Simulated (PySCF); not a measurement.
C7H12BN.
Numbering: `[CH3:1][CH2:2][BH2-:3][n+:4]1[cH:5][cH:6][cH:7][cH:8][cH:9]1` (hydrogens: H10, H11, H12 on C1; H13, H14 on C2; H15, H16 on B3; H17 on C5; H18 on C6; H19 on C7; H20 on C8; H21 on C9)
Bond orders are those of one Lewis drawing.

Method: PySCF 2.14.0, PBE0-D3(BJ)/def2-SVP geometry optimisation, gas phase; density fitting, grid level 1; the optimiser is geomeTRIC in internal coordinates, started from a GFN2-xTB structure with every atom displaced at random (about 0.01 Å).

Step 0: E = -9602.9418 eV
```
atom  x, y, z in Å  |  force x, y, z in eV/Å
C1     -3.1592   -0.4273   -0.1404   -0.534   1.211   0.058
C2     -1.6747   -0.4956   -0.3255   -0.072   1.005   0.755
B3     -0.8893    0.5547    0.6646    0.070  -1.279  -0.592
N4      0.6554    0.2990    0.3284   -1.344   0.004   0.764
C5      1.2101    0.9398   -0.6810    0.565   0.660  -0.519
C6      2.4920    0.6630   -1.0926    0.486  -0.662   0.324
C7      3.2170   -0.3472   -0.4475   -0.857   0.602  -0.148
C8      2.6031   -1.0140    0.5897   -1.225   0.355   0.383
C9      1.2997   -0.6618    0.9708    1.549  -0.066  -0.966
H10    -3.7012   -1.1011   -0.7944   -0.371  -0.435  -0.362
H11    -3.4612   -0.6341    0.8915   -0.028  -0.123   0.234
H12    -3.5200    0.6061   -0.3600    0.009  -0.398   0.078
H13    -1.3783   -1.5091   -0.1365    0.614  -1.106   0.154
H14    -1.4414   -0.2784   -1.3629    0.258   0.078  -0.705
H15    -1.1262    1.6800    0.4051   -0.158   1.106  -0.267
H16    -1.0414    0.2993    1.8292   -0.027  -0.145   0.567
H17     0.6258    1.7287   -1.1441   -0.259   0.068  -0.044
H18     2.9229    1.2182   -1.9004    0.294   0.399  -0.603
H19     4.2112   -0.5991   -0.7470    0.836  -0.161  -0.284
H20     3.0707   -1.7999    1.1328    0.645  -0.782   0.453
H21     0.7655   -1.1637    1.7464   -0.452  -0.332   0.720
```

Step 1: E = -9603.1475 eV
```
atom  x, y, z in Å  |  force x, y, z in eV/Å
C1     -3.2501   -0.3860   -0.1157   -0.060  -0.078  -0.038
C2     -1.7482   -0.4973   -0.3254    0.141  -0.290  -0.173
B3     -0.8959    0.5009    0.6191   -0.104   0.296   0.133
N4      0.6551    0.2655    0.2936    0.104  -0.021  -0.180
C5      1.2501    0.9402   -0.7011   -0.057  -0.088   0.096
C6      2.5566    0.6745   -1.0859   -0.014   0.188  -0.113
C7      3.2737   -0.3097   -0.4147    0.161  -0.134   0.014
C8      2.6499   -1.0020    0.6220    0.170  -0.107  -0.080
C9      1.3397   -0.6880    0.9381   -0.287  -0.115   0.292
H10    -3.8240   -1.0693   -0.7702    0.055   0.067   0.069
H11    -3.5261   -0.6171    0.9255   -0.004   0.001   0.021
H12    -3.6019    0.6368   -0.3189   -0.027   0.057  -0.002
H13    -1.4300   -1.5508   -0.1513   -0.064   0.159  -0.031
H14    -1.5165   -0.2987   -1.3932   -0.008  -0.022   0.066
H15    -1.1098    1.6937    0.3657    0.042  -0.138   0.035
H16    -1.0194    0.2548    1.8198    0.000   0.000  -0.037
H17     0.6300    1.6990   -1.1792    0.001   0.035  -0.020
H18     2.9974    1.2490   -1.9054   -0.009  -0.065   0.067
H19     4.3055   -0.5428   -0.7016   -0.114   0.045   0.052
H20     3.1638   -1.7951    1.1740   -0.043   0.113  -0.049
H21     0.7803   -1.1998    1.7309    0.118   0.098  -0.121
```

Step 2: E = -9603.1512 eV
```
atom  x, y, z in Å  |  force x, y, z in eV/Å
C1     -3.2514   -0.3755   -0.1164   -0.019   0.013   0.001
C2     -1.7503   -0.5073   -0.3310    0.055  -0.073  -0.045
B3     -0.8966    0.4962    0.6150   -0.060   0.084   0.050
N4      0.6545    0.2460    0.2922   -0.025  -0.010  -0.039
C5      1.2467    0.9247   -0.7001   -0.050   0.058  -0.010
C6      2.5569    0.6823   -1.0879   -0.051  -0.036   0.067
C7      3.2765   -0.3029   -0.4175   -0.028  -0.001   0.017
C8      2.6502   -1.0012    0.6129    0.084  -0.141   0.097
C9      1.3363   -0.7046    0.9458    0.085   0.136  -0.168
H10    -3.8352   -1.0544   -0.7611   -0.003   0.003   0.004
H11    -3.5252   -0.5957    0.9283    0.005   0.004   0.001
H12    -3.5932    0.6519   -0.3243    0.003  -0.004   0.005
H13    -1.4454   -1.5584   -0.1501   -0.016   0.032   0.007
H14    -1.5158   -0.3189   -1.3980   -0.006   0.006   0.012
H15    -1.0977    1.6842    0.3568    0.006  -0.043   0.008
H16    -1.0263    0.2559    1.8146    0.001  -0.014  -0.009
H17     0.6221    1.6841   -1.1735   -0.002  -0.001  -0.004
H18     2.9967    1.2641   -1.8995   -0.002  -0.009   0.007
H19     4.3110   -0.5218   -0.6917   -0.006  -0.009   0.017
H20     3.1764   -1.7799    1.1672    0.016  -0.006   0.002
H21     0.7901   -1.2112    1.7439    0.013   0.012  -0.019
```

**Question.** Estimate the geometry and energy of step 3. (The exact step hangs on the optimiser's Hessian estimate; all steps are aligned on step 2, rigid shifts and turns removed.)

**Answer.** E = -9603.1505 eV, largest force 0.322 eV/Å
```
atom  x, y, z in Å  |  force x, y, z in eV/Å
C1     -3.2542   -0.3754   -0.1050    0.021   0.075   0.030
C2     -1.7553   -0.5138   -0.3396   -0.027   0.121   0.060
B3     -0.9002    0.4948    0.6062   -0.008  -0.106  -0.037
N4      0.6513    0.2457    0.2710    0.007  -0.040   0.080
C5      1.2433    0.9309   -0.7147    0.136  -0.054   0.042
C6      2.5600    0.6828   -1.0763    0.023  -0.030  -0.030
C7      3.2806   -0.3051   -0.4062   -0.071   0.060   0.004
C8      2.6567   -1.0153    0.6156   -0.211   0.232  -0.071
C9      1.3383   -0.7018    0.9250    0.077   0.001  -0.051
H10    -3.8498   -1.0503   -0.7390   -0.046  -0.046  -0.045
H11    -3.5134   -0.5941    0.9443    0.009   0.004  -0.014
H12    -3.5956    0.6547   -0.3068    0.022  -0.045   0.007
H13    -1.4528   -1.5617   -0.1614    0.025  -0.081   0.037
H14    -1.5303   -0.3253   -1.4068   -0.004   0.024  -0.033
H15    -1.1024    1.6781    0.3539   -0.015   0.054  -0.025
H16    -1.0230    0.2489    1.8042    0.004  -0.016   0.010
H17     0.6265    1.6949   -1.1929    0.012  -0.036   0.010
H18     3.0131    1.2652   -1.8774    0.035   0.037  -0.054
H19     4.3180   -0.5103   -0.6686    0.087  -0.011  -0.051
H20     3.1798   -1.7862    1.1791    0.013  -0.066   0.034
H21     0.7895   -1.1990    1.7213   -0.088  -0.078   0.097
```

The energy changes by +0.0008 eV. The first-order estimate −F·Δx gives -0.0111 eV and the mean of the old and new forces, exact on a quadratic surface, +0.0008 eV. The step makes an angle of 69° with the force vector and moves no atom by more than 0.028 Å. The energy falls at the start of this step and ends higher, so the step passed the lowest point of its straight line.

What follows is the cost of the whole optimisation. Hardware: one thread of an Intel Xeon at 2.50 GHz, no GPU, shared host with 64 logical CPUs at a one-minute load of 63. Cost: 5.1 min wall, 0.95 GiB resident at most.
